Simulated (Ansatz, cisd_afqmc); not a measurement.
System: BGeH5, charge 0, singlet. BGeH5 (SMILES [BH2][GeH3]).
B3LYP-D3(BJ)/def2-TZVP minimum from Ansatz (a quantum-chemistry and plane-wave program):
```xyz
7

B     -1.6821    -0.0787    -0.3969
Ge     0.3226     0.0107     0.0799
H      1.1025    -1.2653    -0.2899
H      0.9345     1.1674    -0.7449
H      0.5907     0.3271     1.5635
H     -2.4803     0.5631     0.2084
H     -2.0611    -0.7411    -1.3096
```

Atomisation energy term by term, kcal/mol (programs: Ansatz, cisd_afqmc). UHF or UKS for unpaired electrons; spin-orbit terms are left out. Cores are frozen in correlated methods (noble-gas shells, and filled d and f shells in the p block). No relativity. AFQMC/CISD: phaseless, guided by CISD from CCSD amplitudes; bars are statistical, one sigma. Outlying blocks are dropped, and bars are widened where a walk drifts. Over all cases where full CI ran beside it in this data, AFQMC minus full CI had a median of +0.1 mEh and passed +0.4 mEh in a tenth of the cases. CBS(X,Y): correlation extrapolated as X^-3, Hartree-Fock from the larger set (Q,5: extrapolated as (X+1)exp(-9√X)). A bracket is a step between two methods taken in the basis named. For partners of very few electrons the exact lower level stands in for a higher one.

```tsv
term	basis	kcal/mol
Hartree-Fock	CBS(cc-pVQZ,cc-pV5Z)	359.96
CCSD correlation	CBS(cc-pVQZ,cc-pV5Z)	95.52
(T)	CBS(cc-pVQZ,cc-pV5Z)	3.12
CCSDT(Q) - CCSD(T)	cc-pVTZ	0.25
CCSDTQ - CCSDT(Q)	cc-pVDZ	0.01
sum: De		458.9
```

The step beyond CCSD(T) by other levels: CCSDTQ in cc-pVDZ 0.32; AFQMC/CISD in cc-pVDZ 0.50 ± 0.23; CCSDT(Q) in cc-pVDZ 0.31 kcal/mol.
